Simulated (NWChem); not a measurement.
System: C₂H₆O₂Si; SMILES O=C(OC)[SiH3]

The following NWChem deck was run.

```
start job
memory heap 200 mb stack 900 mb global 1100 mb
geometry units angstroms noautoz
  C     -0.395166    -2.306765     0.008533
  O     -0.754155    -0.910163    -0.015620
  C      0.283256    -0.040239    -0.014851
  O      1.446592    -0.386486    -0.000030
  Si    -0.263098     1.807486    -0.001825
  H     -1.339759    -2.850670     0.010378
  H      0.185353    -2.536533     0.905872
  H      0.197034    -2.563825    -0.873645
  H      0.553486     2.514890    -1.016772
  H      0.045070     2.340886     1.348563
  H     -1.708795     1.967060    -0.293996
end
basis spherical
  * library def2-svp
end
dft
  xc xpbe96 cpbe96
  iterations 150
  vectors input atomic output neutral.movecs
end
task dft energy
charge 1
dft
  odft
  mult 2
  vectors input atomic output cation.movecs
end
task dft energy
```

Excerpt of the output:

```
             Northwest Computational Chemistry Package (NWChem) 7.3.0
             --------------------------------------------------------

 C1  symmetry detected

                             Geometry "geometry" -> ""
                             -------------------------

 Output coordinates in angstroms (scale by  1.889725989 to convert to a.u.)

  No.       Tag          Charge          X              Y              Z
 ---- ---------------- ---------- -------------- -------------- --------------
    1 C                    6.0000    -0.36905862    -2.30221515     0.00972032
    2 O                    8.0000    -0.73275899    -0.90680271    -0.01263527
    3 C                    6.0000     0.30173887    -0.03341632    -0.01321243
    4 O                    8.0000     1.46625215    -0.37578372    -0.00093774
    5 Si                  14.0000    -0.25075974     1.81246118     0.00233109
    6 H                    1.0000    -1.31182345    -2.84927620     0.01298569
    7 H                    1.0000     0.21398073    -2.53073905     0.90574201
    8 H                    1.0000     0.22226866    -2.55660772    -0.87381529
    9 H                    1.0000     0.56146713     2.52338032    -1.01365550
   10 H                    1.0000     0.05826756     2.34583792     1.35253189
   11 H                    1.0000    -1.69755117     1.96742846    -0.28688729

 Effective nuclear repulsion energy (a.u.)     224.1028866118

  pbe96 is a nonlocal functional; adding pw91lda local functional.

                                 NWChem DFT Module
                                 -----------------

 Summary of "ao basis" -> "ao basis" (spherical)
 ------------------------------------------------------------------------------
       Tag                 Description            Shells   Functions and Types
 ---------------- ------------------------------  ------  ---------------------
 C                          def2-svp                 6       14   3s2p1d
 O                          def2-svp                 6       14   3s2p1d
 Si                         def2-svp                 8       18   4s3p1d
 H                          def2-svp                 3        5   2s1p

            General Information
            -------------------
          SCF calculation type: DFT
          Wavefunction type:  closed shell.
          No. of atoms     :    11
          No. of electrons :    48
           Alpha electrons :    24
            Beta electrons :    24
          Charge           :     0
          Spin multiplicity:     1
          Use of symmetry is: off; symmetry adaption is: off
          Maximum number of iterations: 150
          AO basis - number of functions:   104
                     number of shells:    50
          Convergence on energy requested:  1.00D-06
          Convergence on density requested:  1.00D-05
          Convergence on gradient requested:  5.00D-04

              XC Information
              --------------
          PerdewBurkeErnzerhof Exchange Functional  1.000
            Perdew 1991 LDA Correlation Functional  1.000 local
           PerdewBurkeErnz. Correlation Functional  1.000 non-local

             Grid Information
             ----------------
          Grid used for XC integration:  medium
          Radial quadrature: Mura-Knowles
          Angular quadrature: Lebedev.
          Tag              B.-S. Rad. Rad. Pts. Rad. Cut. Ang. Pts.
          ---              ---------- --------- --------- ---------
          C                   0.70       49          12.0       434
          O                   0.60       49          11.0       434
          Si                  1.10       88          12.0       590
          H                   0.35       45          13.0       434
          Grid pruning is: on
          Number of quadrature shells:   554
          Spatial weights used:  Erf1

      Superposition of Atomic Density Guess
      -------------------------------------

 Sum of atomic energies:        -516.36614718

      Non-variational initial energy
      ------------------------------

 Total energy =    -518.520029
 1-e energy   =   -1155.958634
 2-e energy   =     413.335719
 HOMO         =      -0.337783
 LUMO         =      -0.000295

   convergence    iter        energy       DeltaE   RMS-Dens  Diis-err
 ---------------- ----- ----------------- --------- --------- ---------
 d= 0,ls=0.0,diis     1   -518.9284706737 -7.43D+02  2.17D-02  1.22D+00
 d= 0,ls=0.0,diis     2   -518.0893722007  8.39D-01  1.80D-02  9.22D+00
 d= 0,ls=0.0,diis     3   -519.0216986793 -9.32D-01  5.38D-03  5.14D-01
 d= 0,ls=0.0,diis     4   -519.0600018928 -3.83D-02  1.98D-03  1.51D-01
 d= 0,ls=0.0,diis     5   -519.0741491904 -1.41D-02  5.70D-04  5.01D-03
  Resetting Diis
 d= 0,ls=0.0,diis     6   -519.0746356561 -4.86D-04  1.91D-04  3.32D-04
 d= 0,ls=0.0,diis     7   -519.0746841921 -4.85D-05  7.47D-05  9.95D-06
 d= 0,ls=0.0,diis     8   -519.0746835782  6.14D-07  3.88D-05  1.56D-05
 d= 0,ls=0.0,diis     9   -519.0746859507 -2.37D-06  7.46D-06  1.07D-06
 d= 0,ls=0.0,diis    10   -519.0746860287 -7.81D-08  3.06D-06  3.06D-07

         Total DFT energy =     -519.074686028733
      One electron energy =    -1159.368996331817
           Coulomb energy =      466.876331778681
    Exchange-Corr. energy =      -50.684908087412
 Nuclear repulsion energy =      224.102886611815

 Numeric. integr. density =       48.000014430283

                       DFT Final Molecular Orbital Analysis
                       ------------------------------------

[...]
```

Level: PBE/def2-SVP, vertical spin-unrestricted ions. Geometry: optimised at B3LYP/6-31G* (spherical d).
